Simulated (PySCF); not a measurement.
## Energy of Nd (neodymium, neutral) between two integer charges

The 6s beta orbital of [Xe] 4f4 6s2 is emptied in steps (occupation f), with all orbitals relaxed, ending at [Xe] 4f4 6s1. All numbers are calculated (PySCF 2.14, a scalar-relativistic core potential, in def2-TZVP with the def2 core potential (28 electrons) (10s7p5d4f1g, 93 functions)). The exact energy is a straight line in f; departures are measured from the line between the end points of the same method.

```
  f  BHandHLYP (eV)  BLYP (eV)
  1           0.000      0.000
0.8          -0.183     -0.366
0.6          -0.279     -0.554
0.4          -0.285     -0.558
0.2          -0.194     -0.374
  0           0.000      0.000
```

Problem. For BLYP, how does the orbital energy at f = 1 compare with the removal energy?

Solution. −ε = 3.260 eV against a total-energy difference of 5.524 eV. By Janak's theorem ε = ∂E/∂f, so the gap between them reflects the curvature. Along the path −ε is 4.136 (f = 0.8), 5.038 (f = 0.6), 5.968 (f = 0.4), 6.923 (f = 0.2) eV.

```csv
method,E(f=0) − E(f=1) (eV),−ε at f=1 (eV),−ε at f=0.4 (eV)
BHandHLYP,5.383,4.255,5.592
BLYP,5.524,3.260,5.968
```

Reference removal energy between the ground levels: 5.525 eV (measured; NIST Atomic Spectra Database, ionization energies). The calculation has no spin-orbit coupling.
